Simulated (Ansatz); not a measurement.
A run for Ansatz (an electronic-structure program): R-CCSD(T)/def2-TZVPP on H6O5W (SMILES [OH][WH]([OH])([OH])([OH])[OH]), 2S+1 = 1, a spin state set in the input, which need not be the lowest. Elements past Kr take the def2 small-core potentials; no spin–orbit coupling.

Ansatz 0.2 input:
```yaml
crystal:
  periodic: [false, false, false]
  atoms:
    - {symbol: W, position_ang: [-0.01481090, -0.17033309, 0.12944178]}
    - {symbol: O, position_ang: [1.50356828, -1.13867604, 0.76632217]}
    - {symbol: H, position_ang: [2.34428912, -0.66456409, 0.78216917]}
    - {symbol: O, position_ang: [-1.14800744, 0.44734632, 1.52010886]}
    - {symbol: H, position_ang: [-1.94417450, 0.95776878, 1.32244450]}
    - {symbol: O, position_ang: [-1.17696916, 1.10910044, -0.82540267]}
    - {symbol: H, position_ang: [-1.07849758, 1.15941653, -1.77917447]}
    - {symbol: O, position_ang: [-0.87577541, -1.85167936, 0.03853050]}
    - {symbol: H, position_ang: [-0.55508875, -2.64746403, -0.39546958]}
    - {symbol: O, position_ang: [1.38476044, 1.16570015, 0.01823374]}
    - {symbol: H, position_ang: [1.09400741, 2.01102044, -0.34272127]}
    - {symbol: H, position_ang: [0.24645031, -0.49012892, -1.54030059]}
basis:
  gaussian:
    orbitals: def2-TZVPP
magnetization: {spin_polarized: false}
correlation: {method: ccsd_t, electrons: valence}
```

It printed:

```
WARN ansatz: RAYON_NUM_THREADS=8 ignored (pool sized by the plan → 8); use --threads N
Functional definition: HF
integrals: 2.54 GiB planned
1880 factors; integrals over basis functions are off by at most 1.0e-3 eV
1.66 GiB of device memory are held for the factors and their scratch space
mean field: 1.75 GiB planned
mean field evaluation 1: about -12082.1773 eV, gradient 8.6e1 eV
mean field evaluation 2: about -12082.5709 eV, gradient 8.6e1 eV
mean field evaluation 4: about -12094.8549 eV, gradient 9.4e0 eV
mean field evaluation 8: about -12095.1182 eV, gradient 9.0e-1 eV
mean field evaluation 16: about -12095.1217 eV, gradient 1.9e-6 eV
mean field evaluation 32: about -12082.1512 eV, gradient 6.6e0 eV
mean field -12095.12171192 eV, -444.4875245453 hartree, gradient 1.8e-6 eV, S^2 0.000000; 0 other end points of the search recorded, 0 dependent functions left out
5 core orbitals not correlated
reference -12095.12171192 eV, -444.4875245453 hartree; 25, 25 occupied and 265, 265 virtual orbitals, 1880 factors
second order -47.55266641 eV of doubles, -0.00000000 eV of singles
coupled cluster: 15.07 GiB planned
cycle   1  -44.74456824 eV  change     2.8e0 eV  update   2.6e-1
cycle   2  -46.31571457 eV  change    -1.6e0 eV  update   1.4e-1
cycle   3  -46.73548803 eV  change   -4.2e-1 eV  update   4.9e-2
cycle   4  -46.71732176 eV  change    1.8e-2 eV  update   2.0e-2
cycle   5  -46.69134993 eV  change    2.6e-2 eV  update   6.5e-3
cycle   6  -46.69413208 eV  change   -2.8e-3 eV  update   2.8e-3
cycle   7  -46.69580027 eV  change   -1.7e-3 eV  update   1.3e-3
cycle   8  -46.69476628 eV  change    1.0e-3 eV  update   6.1e-4
cycle   9  -46.69479890 eV  change   -3.3e-5 eV  update   3.0e-4
cycle  10  -46.69550409 eV  change   -7.1e-4 eV  update   1.5e-4
cycle  11  -46.69511409 eV  change    3.9e-4 eV  update   7.3e-5
cycle  12  -46.69500237 eV  change    1.1e-4 eV  update   3.9e-5
cycle  13  -46.69509701 eV  change   -9.5e-5 eV  update   1.8e-5
cycle  14  -46.69505977 eV  change    3.7e-5 eV  update   9.3e-6
perturbative correction -2.24334622 eV, -0.0824414529 hartree
Total energy: -12144.06011791 eV, -446.2859777936 hartree
```

The run converged.
